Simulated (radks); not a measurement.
Values are calculated unless marked as measured or tabulated.
All-electron atom: Lu VI in [Xe] 4f12. Code: a radial shooting solver on a logarithmic mesh with Libxc functionals. Model: scalar-relativistic Kohn-Sham, r2SCAN, spin-polarised, spherical densities, finite nucleus; open shells are filled with parallel spins first (spin-orbit coupling, left out, can overturn this in heavy ions); meta-GGA in the generalised Kohn-Sham scheme; Fermi nuclear charge, rms radius 5.37 fm.

Normalised radial functions P(r) = r R(r), r in bohr:

```
   r/bohr * 4d down, o 5p down, + 4f up (the largest magnitude, 1.5, reaches the edge; | marks zero, & curves that meet)
0.0008095                             &
0.0009274                             &
 0.001071                             &
 0.001227                             &
 0.001406                             &
 0.001611                             &
 0.001845                             &
 0.002114                             &
 0.002442                             &
 0.002797                             &
 0.003205                             &
 0.003672                             &
 0.004207                             &
 0.004819                             &
 0.005566                             &
 0.006377                             &o
 0.007306                             &o
  0.00837                             &o
 0.009589                             &o
  0.01099                             &o
  0.01269                             & o
  0.01454                             & o
  0.01665                             +*o
  0.01908                             +* o
  0.02186                             +* o
  0.02525                             +*  o
  0.02892                             + * o
  0.03314                             +  *o
  0.03796                             +  * o
  0.04349                             +    &
  0.04983                             +   o *
  0.05755                             |+  o   *
  0.06593                             |+ o     *
  0.07554                             |&         *
  0.08654                            o| +          *
  0.09915                           o | +            *
   0.1136                         o   |  +            *
   0.1312                       o     |    +          *
   0.1503                       o     |      +      *
   0.1722                       o     |        +  *
   0.1973                        o    |      *   +
    0.226                           o |*           +
    0.261                       *     | o             +
   0.2991                *            |     o           +
   0.3426         *                   |       o            +
   0.3925    *                        |         o           +
   0.4497  *                          |        o             +
   0.5152  *                          |     o               +
    0.595     *                       |o                   +
   0.6817        *               o    |                  +
    0.781             *    o          |                +
   0.8948              o   *          |             +
    1.025           o          *      |           +
    1.175          o              *   |        +
    1.356            o              * |      +
    1.554              o             *|    +
     1.78                  o          *  +
     2.04                     o       * +
    2.337                        o    *+
    2.677                          o  *+
    3.092                            o&
    3.543                             &
    4.059                             &
```

4d down: eigenvalue -267.87 eV, 1 radial node at r = 0.231 bohr, <r> = 0.544 bohr, 90 % of the charge inside 0.815 bohr. 5p down: eigenvalue -93.314 eV, 3 radial nodes at r = 0.0832, 0.242, 0.605 bohr, <r> = 1.28 bohr, 90 % of the charge inside 1.84 bohr. 4f up: eigenvalue -82.609 eV, 0 radial nodes, <r> = 0.652 bohr, 90 % of the charge inside 1.08 bohr.
